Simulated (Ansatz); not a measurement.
Molecule: C3H10GeN (charge -1, singlet). It need not be the lowest isomer of its formula. Whether it binds its extra electron was not tested at this geometry. 
Geometry from a B3LYP-D3(BJ)/def2-TZVP (Ansatz, an electronic-structure program) optimisation:
```
N
C 1 1.4406
H 2 1.0909 1 109.91
H 2 1.1075 3 108.28 1 121.64
H 2 1.1104 3 106.75 4 114.70
C 1 1.4433 2 110.26 3 176.73
H 6 1.1046 1 108.84 2 -44.39
H 6 1.1136 7 104.96 1 -121.01
C 6 1.5257 7 108.19 8 -115.85
H 9 1.0910 6 110.38 7 179.45
H 9 1.0931 10 107.60 6 -120.03
H 9 1.0957 10 108.96 11 -117.93
Ge 1 1.9968 2 114.47 3 -52.22
H 13 1.6205 1 92.83 2 48.85
H 13 1.6438 14 91.84 3 72.88
```
Charge -1, spin multiplicity 1.

Basis-set convergence of Hartree-Fock and MP2 correlation energies (hartree) with Ansatz. Cores are frozen in the correlated levels unless marked. No spin-orbit coupling. The frozen core is the preceding noble-gas configuration, with the filled d and f shells of earlier blocks. No relativistic terms. This anion needs diffuse functions, which these sets lack.

```
basis    functions        E(HF)  E(corr, MP2)
-------  ---------  -----------  ------------
cc-pVDZ        133  -2249.18082      -0.71987
cc-pVTZ        303  -2249.30703      -0.88661
cc-pVQZ        588            …             …
```

Problem. Some entries are withheld; supply them.

Solution. 
- cc-pVQZ, E(HF): -2249.32383
- cc-pVQZ, E(corr, MP2): -0.94371
